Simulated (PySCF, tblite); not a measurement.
Isomers of C5H9O2Si (doublet state), one GFN2-xTB conformer each. Single-point energies are computed at B3LYP/pcH-1 (PySCF, gas phase, no added dispersion term), electronic only. GFN2-xTB treats the open shell by occupation alone, and not every SCF solution was tested for stability.

```tsv
SMILES	GFN2-xTB relative energy (kJ/mol)
C=CCCC(=O)O[SiH2]	92.9
C=C[C@]1(C)CO[SiH]O1	0.0
```

Conformers: `[CH2:1]=[CH:2][CH2:3][CH2:4][C:5](=[O:6])[O:7][SiH2:8]` (doublet state) with C1–C2–C3–C4 -117°, C2–C3–C4–C5 -173°, C3–C4–C5–O6 26°, C4–C5–O7–Si8 177°, C5–O7–Si8–H 24° and 154°; `[CH2:1]=[CH:2][C@:3]1([CH3:4])[CH2:5][O:6][SiH:7][O:8]1` (doublet state) with C1–C2–C3–C4 -127°, C2–C3–C5–O6 -106°, C3–C5–O6–Si7 -15°, C5–O6–Si7–O8 10°, O6–Si7–O8–C3 0°.

Problem. What does B3LYP/pcH-1 give for the same structures?

Solution. 
```tsv
SMILES	B3LYP/pcH-1 E (Eh)	B3LYP/pcH-1 (kJ/mol)	GFN2-xTB (kJ/mol)	point group
C=C[C@]1(C)CO[SiH]O1	-635.90996	0.0	0.0	C1
C=CCCC(=O)O[SiH2]	-635.89761	32.4	92.9	C1
```

Both levels put the same isomer lowest. 

Problem. What happens when harmonic zero-point energies from GFN2-xTB frequencies are added?

Solution. 
| SMILES | ZPE (kJ/mol) | electronic (kJ/mol) | with ZPE (kJ/mol) |
| --- | --- | --- | --- |
| C=C[C@]1(C)CO[SiH]O1 | 342.3 | 0.0 | 0.0 |
| C=CCCC(=O)O[SiH2] | 329.7 | 32.4 | 19.9 |

The zero-point energies span 12.6 kJ/mol. The order is unchanged.
